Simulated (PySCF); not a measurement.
Computed shifts of a molecule C5H8O, PBE/pcSseg-1 run with PySCF, GIAO, gas phase, equivalent atoms averaged, in ppm (number of nuclei): ¹³C: 137.5 (1), 133.5 (1), 73.6 (1), 70.4 (1), 32.4 (1). ¹H: 6.30 (1), 6.12 (1), 4.62 (2), 4.22 (1), 3.83 (1), 2.76 (1), 1.96 (1). References: ¹³C against TMS (σ = 182.0 ppm); ¹⁷O against H2O (σ = 334.3 ppm); ¹H against TMS (σ = 31.49 ppm), references at their B3LYP-D3(BJ)/def2-TZVP geometries, non-relativistic. Geometry optimised at B3LYP-D3(BJ)/def2-SVP. The values are those of a single conformer.

**Question.** Which structure fits?
A. C1=CCOCC1
B. C=CC(=C)OC
C. C=C=CCCO
D. CC#CCCO

**Answer.** A, C1=CCOCC1
